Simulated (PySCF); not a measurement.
C4H14Si4.
Cartesian coordinates in Å at the PBE0-D3(BJ)/def2-SVP level; atoms count from 1:
```xyz
22
C4H14Si4 angstrom
C      3.3619    0.5489   -0.1606
Si     1.7540    0.1555    0.7548
Si     0.9942   -1.9938    0.1229
Si    -0.0786   -0.9267   -1.6919
Si    -0.1175    1.0491   -0.3872
C     -1.6510    1.0949    0.6904
C     -3.0244    0.8566    0.1097
C     -2.4222   -0.1608    1.0199
H      3.6186    1.6147   -0.0609
H      3.2571    0.3224   -1.2329
H      4.1974   -0.0486    0.2361
H      1.8835    0.4438    2.2193
H     -0.0109   -2.5427    1.0883
H      2.0074   -3.0535   -0.1816
H      0.9111   -0.7635   -2.8062
H     -1.3471   -1.4942   -2.2497
H      0.0770    2.3502   -1.1060
H     -1.6087    1.8370    1.4967
H     -3.1027    0.6144   -0.9550
H     -3.8471    1.4697    0.4879
H     -2.8235   -0.2570    2.0323
H     -2.0910   -1.1113    0.5892
```

Computed, not measured: TDDFT wB97X-D/def2-SVPD, vertical, gas phase, core orbitals frozen in the response in PySCF.

Transition dipole moments from the ground state, in atomic units and in the frame of the coordinates above (overall signs are arbitrary), for the states with f of 0.002 or more among the lowest 9:

```json
{"state": "S2", "E (hartree)": "0.2097", "μx": "0.012", "μy": "0.072", "μz": "-0.197"}
{"state": "S3", "E (hartree)": "0.2119", "μx": "-0.061", "μy": "-0.180", "μz": "-0.074"}
{"state": "S4", "E (hartree)": "0.2246", "μx": "-0.103", "μy": "0.666", "μz": "0.131"}
{"state": "S5", "E (hartree)": "0.2300", "μx": "0.575", "μy": "-0.276", "μz": "0.481"}
{"state": "S6", "E (hartree)": "0.2327", "μx": "0.113", "μy": "0.802", "μz": "0.396"}
{"state": "S7", "E (hartree)": "0.2341", "μx": "0.483", "μy": "-0.172", "μz": "0.502"}
{"state": "S9", "E (hartree)": "0.2501", "μx": "0.084", "μy": "-0.151", "μz": "0.395"}
```

Q: What oscillator strength does each state have?

A: f = (2/3) ΔE |μ|² with ΔE in hartree (27.2114 eV).

```tsv
state	|μ|² (au)	|μ| (D)	f
S2	0.044	0.53	0.006
S3	0.042	0.52	0.006
S4	0.472	1.75	0.071
S5	0.638	2.03	0.098
S6	0.813	2.29	0.126
S7	0.515	1.82	0.080
S9	0.186	1.10	0.031
```

Q: What angle do the transition dipoles of S5 and S9 make?

A: |cos θ| = |μa·μb| / (|μa| |μb|) = 0.81, so θ ≈ 36° (taken between 0 and 90°, since the signs are arbitrary).

Q: How is the summed strength of these states shared among x, y and z?

A: (2/3) Σ ΔE μα² gives 0.092 for x, 0.192 for y and 0.134 for z, 0.418 in all.

Q: What peak molar absorption coefficient would the strongest computed level give as a lone Gaussian band 0.5 eV wide at half height?

A: ε(max) = 2.175×10⁸ f / FWHM, with the width in cm⁻¹. S6: 2.175×10⁸ × 0.1261 / 4033 ≈ 6800 L mol⁻¹ cm⁻¹.

All these states lie below the vertical ionisation energy of 8.61 eV (ΔSCF).

Hardware: an Arm Neoverse V2 with one thread, on a shared host. Cost: 8.7 min, 1.4 GiB resident at most.

One conformer stands for the species.
